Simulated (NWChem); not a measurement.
## Lowest excitation of Br2Hg

```
Hg
Br 1 2.4136
Br 1 2.4136 2 180.00
```
Charge 0, spin multiplicity 1.

The numbers come from NWChem runs, not from measurements. Structure: optimised with PBE0/def2-SVP with def2 effective core potentials on Hg, a minimum by its harmonic frequencies.

Basis set: def2-SVP.

```csv
method,lowest vertical singlet excitation energy (eV),relative cost,remark,difference from EOM-CCSD
TD-B3LYP,4.12,under 3,-,-0.75
CIS,5.81,under 3,-,+0.94
TD-PBE,3.81,1,-,-1.06
TDA-PBE0,4.35,under 3,-,-0.52
EOM-CCSD,4.87,20,frozen core close to the valence levels,0.00
```

The values span 2.00 eV, from TD-PBE (lowest) to CIS (highest). The cost column gives rough processor time relative to TD-PBE; each entry includes its own SCF.

Effective core potentials replace the inner electrons of Hg; spin-orbit coupling is left out. The correlated methods keep 22 core orbitals frozen. B3LYP has NWChem's definition, with VWN1-RPA local correlation. The structure started from a generated list of species. Differences from the coupled-cluster row are differences between methods, not errors against experiment.
